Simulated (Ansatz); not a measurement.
An input meant for (AgOH)2 ring (Ag2O2H2) (charge 0, singlet; atoms displaced at random, 0.15 Å in each coordinate).

```yaml
crystal:
  periodic: [false, false, false]
  atoms:
    - {symbol: Ag, position_ang: [1.523494, 0.313334, 0.423835]}
    - {symbol: O, position_ang: [-0.219317, 1.724323, -0.071474]}
    - {symbol: Ag, position_ang: [-1.228809, -0.352705, -0.039374]}
    - {symbol: O, position_ang: [-0.065728, -1.624583, 0.612198]}
    - {symbol: H, position_ang: [-0.299339, 2.248443, -0.815803]}
    - {symbol: H, position_ang: [0.329889, -1.972201, -0.355497]}
basis:
  gaussian: {orbitals: STO-3G}
hamiltonian: {xc: {name: rPW86-PBE}, dispersion: rvv10}
scf: {max_iter: 3}
```

```sh
$ ansatz run in.yaml --threads 4 --pin off --events-out ev --progress --plain --max-ram 3916MiB
```

It prints (some lines left out):

```
Error: invalid value for `basis.gaussian`: such a run doesn't read scf.max_iter; remove what it names
```

In this input the input holds a key that doesn't belong there. The program refused the input.
